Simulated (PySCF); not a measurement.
Gas-phase reaction: WO₃ + 3 F₂ = WF₆ + 3 O

Energies from PySCF, thermal terms from the rigid-rotor harmonic-oscillator model, ideal gas at 1 bar. † marks an energy on the PBE0/def2-TZVP geometry and frequencies. MP2 freezes the core. Open shells (unrestricted): O (multiplicity 3); the rest are closed-shell singlets. Spin-orbit splitting is ignored; it lowers the true energy and changes the entropy of O. W: scalar-relativistic def2 core potential, no spin-orbit coupling. MP2 isn't extrapolated to the basis-set limit.

PBE0/def2-QZVP† gives ΔH°(298 K) = -739 kJ.

Q: What do MP2/def2-SVP†, MP2/def2-TZVPP†, ωB97M-V/def2-TZVP† give?

A: MP2/def2-SVP†: -679 kJ; MP2/def2-TZVPP†: -614 kJ; ωB97M-V/def2-TZVP†: -737 kJ. For scale, ΔH°(298 K) is -739 kJ at this level, -737 kJ at ωB97M-V/def2-TZVP†, and runs from -1543 to -174 kJ over the 17 levels computed.
